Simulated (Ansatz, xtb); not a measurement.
# HNSi2Sn: where a starting geometry ends

The starting geometry of this gas-phase singlet was built from a drawn formula by distance geometry and a force field; its bonds are those of `[N]#[Sn][Si]#[SiH]`.

```yaml
atoms:
  - { symbol: N, position_ang: [-1.0224, -3.3781, -1.0466] }
  - { symbol: Si, position_ang: [0.0559, -0.5621, 1.9015] }
  - { symbol: Si, position_ang: [0.5708, 0.7167, 3.2411] }
  - { symbol: Sn, position_ang: [-0.5906, -2.2137, 0.1251] }
  - { symbol: H, position_ang: [0.9548, 1.7073, 4.2665] }
```

Task: Predict what becomes of its bonds when it is optimised with r2SCAN-D4/def2-SVP.

Result: A new bond forms, giving a structure given below by its coordinates. Distances that change by over a tenth: Si2–Si3 (1.92 → 2.16 Å). Contacts that close: Si3–Sn4 (4.43 → 2.63 Å).

The energy falls by 2.00 eV over 24 steps:

```tsv
step	E − E(last) (eV)
1	1.999
4	1.323
6	0.784
9	0.660
11	0.639
14	0.608
16	0.446
19	0.082
21	0.007
24	0.000
```

Final geometry (Å):

```xyz
5

N     0.1565   -2.4653   -0.7393
Si   -1.6913   -0.7524    2.9603
Si    0.2513    0.1645    2.7284
Sn   -0.3129   -1.5600    0.8314
H     1.5649    0.8833    2.7067
```

From the same start GFN2-xTB reaches the same bonding as this run.

The end wasn't checked by frequencies. Atoms past krypton carry core potentials, without spin–orbit terms. Run with Ansatz 0.2.0, 26 s on 2 threads of Intel(R) Xeon(R) 6975P-C (Granite Rapids), on a shared host.
